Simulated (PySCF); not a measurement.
Species: C8H8NP.
Atom-mapped SMILES: `[CH:1]#[C:2][c:3]1[n:4][cH:5][c:6]([CH3:7])[c:8]([CH3:9])[p:10]1`

Geometry (GFN2-xTB, Å), atoms numbered from 1 in this order:
```
atom  x, y, z in Å
C1     4.359   -1.024    1.171
C2     3.228   -0.693    0.932
C3     1.895   -0.333    0.621
N4     1.359    0.647    1.324
C5     0.130    1.062    1.120
C6    -0.776    0.572    0.178
C7    -2.140    1.187    0.103
C8    -0.431   -0.467   -0.681
C9    -1.424   -0.975   -1.684
P10    1.132   -1.253   -0.676
H11    5.347   -1.303    1.390
H12   -0.177    1.873    1.771
H13   -2.318    1.604   -0.888
H14   -2.243    1.980    0.839
H15   -2.909    0.437    0.288
H16   -0.993   -1.785   -2.272
H17   -1.728   -0.177   -2.363
H18   -2.320   -1.346   -1.187
```

Definitions: NICS(0) = −σiso at the ring centroid; NICS(1) = −σiso and NICS(1)zz = −σzz at ±1 Å along the ring normal z. Level: GIAO PBE0/pcSseg-1 (PySCF, non-relativistic, gas phase) on the GFN2-xTB geometry, one conformer.

Ring bond lengths (Å), with Mayer bond orders in brackets: C3–N4 1.319 (1.49), N4–C5 1.313 (1.54), C5–C6 1.396 (1.37), C6–C8 1.391 (1.37), C8–P10 1.749 (1.30), P10–C3 1.764 (1.22).

**Question.** What do the NICS probes read (ppm)?

**Answer.** 
```
              ring                                                     type  NICS(0)  NICS(1), two faces  NICS(1)zz, two faces  rms pucker (Å)  centre to ring atoms, mean (Å)
C3–N4–C5–C6–C8–P10  6-membered ring with N and P; formal bonds all aromatic     -6.5       -10.3 / -10.3         -23.6 / -23.6            0.00                            1.48
```

**Question.** What can be read from them?

**Answer.** 
- C3–N4–C5–C6–C8–P10: mean NICS(1)zz -23.6 ppm, shielded.

**Question.** And the bond-length index? HOMA = 1 − mean of α(R − Ropt)² over the ring bonds, with Krygowski's 1993 parameters (CC: Ropt 1.388 Å, α 257.7 Å⁻²; CN: Ropt 1.334 Å, α 93.52 Å⁻²; CP: Ropt 1.698 Å, α 118.91 Å⁻²).

**Answer.** 
- C3–N4–C5–C6–C8–P10: HOMA 0.85; the largest term is that of P10–C3, α(R − Ropt)² = 0.52.

**Question.** What is the mean of the two in-plane components of NICS at the second NICS(1) probe listed for ring C3–N4–C5–C6–C8–P10, 1 Å off the ring?

**Answer.** The isotropic value is a third of the trace: (3 × -10.3 − (-23.6))/2 = -3.7 ppm.

**Question.** How shielded are the nuclei of the rings and their hydrogens (means over atoms taken as equivalent)?

**Answer.** 
```
atoms                          environment  σ isotropic (ppm)
   C3          substituted aromatic carbon                4.8
   N4               pyridine-type nitrogen             -113.7
   C5  aromatic CH next to a ring nitrogen               32.6
   C6          substituted aromatic carbon               51.6
   C8          substituted aromatic carbon               -2.7
  P10             phosphorus bonded to 2 C               78.3
  H12                    aromatic hydrogen              22.78
```
